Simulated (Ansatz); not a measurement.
`[NH]=[Mo](=[NH])([OH])[OH]` and `[NH]=[Mo](=[NH])([OH])[Cl]` differ in one atom or group.

Ansatz, PBE0-D4/def2-TZVP geometries, multiplicity 1. Each molecule was computed in one conformer, which needn't be the lowest.

Elements past krypton have def2 core potentials.

```csv
property,`[NH]=[Mo](=[NH])([OH])[OH]`
HOMO–LUMO gap (PBE/def2-TZVPP) / eV,4.36
HOMO–LUMO gap (ωB97M-V/def2-TZVPP) / eV,10.83
zero-point energy (PBE0-D4/def2-TZVP) / kJ/mol,143.7
"ideal-gas entropy at 298 K and 1 bar (rigid rotor, harmonic PBE0-D4/def2-TZVP) / J/(mol·K)",341
LUMO energy (PBE/def2-TZVPP) / eV,-2.01
LUMO energy (B3LYP/def2-TZVPP) / eV,-1.49
```

What does the change do to each property? (An estimate is asked.)

The calculation gave: 
| property | `[NH]=[Mo](=[NH])([OH])[Cl]` | shift |
| --- | --- | --- |
| HOMO–LUMO gap (PBE/def2-TZVPP) / eV | 4.04 | -0.32 |
| HOMO–LUMO gap (ωB97M-V/def2-TZVPP) / eV | 10.41 | -0.42 |
| zero-point energy (PBE0-D4/def2-TZVP) / kJ/mol | 112.2 | -31.5 |
| ideal-gas entropy at 298 K and 1 bar (rigid rotor, harmonic PBE0-D4/def2-TZVP) / J/(mol·K) | 352 | 11 |
| LUMO energy (PBE/def2-TZVPP) / eV | -2.70 | -0.69 |
| LUMO energy (B3LYP/def2-TZVPP) / eV | -2.18 | -0.69 |

With PBE0 the HOMO falls by 0.33 eV and the LUMO falls by 0.71 eV, so the gap narrows by about 0.38 eV. PBE moves the HOMO by -0.36 eV and ωB97M-V by -0.27 eV. The zero-point energy changes by -31.5 kJ/mol with -3 modes.

B3LYP here is the variant with VWN-RPA as its local correlation; programs differ in this.
